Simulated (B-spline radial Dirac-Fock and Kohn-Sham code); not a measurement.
**Subshell photoionisation cross sections of Lu⁵⁺ against photon energy**

System: lutetium as Lu⁵⁺, [Xe] 4f12.

The run's input, task.json:

```json
{"items": [{
  "Z": 71,
  "q": 5,
  "cfg": [[1, 0, 2], [2, 0, 2], [2, 1, 6], [3, 0, 2], [3, 1, 6], [3, 2, 10], [4, 0, 2], [4, 1, 6], [4, 2, 10], [4, 3, 12], [5, 0, 2], [5, 1, 6]],
  "A": 175,
  "rrms": 5.37,
  "do": ["binding", "quiet", "photo"],
  "hv": [80, 100, 112.0, 200, 396.0, 661.0, 806.0, 1000, 1020.0, 1253.6, 1680.0, 4320.0, 5414.7, 9980.0, 59318.2, 150000]
}]}
```

Launch: `python xray_run.py task.json out`

These are calculated numbers from an atomic code on a B-spline grid; the model is a relativistic central-field model (Hartree-Slater potential of the initial state, Latter tail, multipole expansion of the photon field, Dirac-Fock thresholds). Values are in kb; a dash marks an energy below the computed threshold. Values for outer subshells far above threshold carry numerical ripple of a few per cent.

```csv
hν (eV),3s,3p1/2,4p1/2,4p3/2,5p1/2
112,–,–,–,–,207
200,–,–,–,–,50.9
396,–,–,–,–,22.7
661,–,–,58.4,190,14.2
806,–,–,52.8,155,11.4
1000,–,–,44.4,119,8.61
1020,–,–,43.6,116,8.39
1253.6,–,–,35.3,87.2,6.35
1680,–,–,24.3,55.4,4.23
4320,15.0,21.0,5.02,9.46,0.815
5414.7,10.3,13.8,3.22,5.84,0.523
9980,3.37,3.77,0.849,1.40,0.137
59318.2,0.0699,0.0317,0.00737,0.00895,0.00120
150000,0.00674,0.00194,0.000457,0.000458,7.48e-05
```

At 150000 eV the multipoles beyond E1 give 28.1 % of 3s, 45.2 % of 3p1/2, 45.1 % of 4p1/2, 45.3 % of 4p3/2, 45.0 % of 5p1/2.
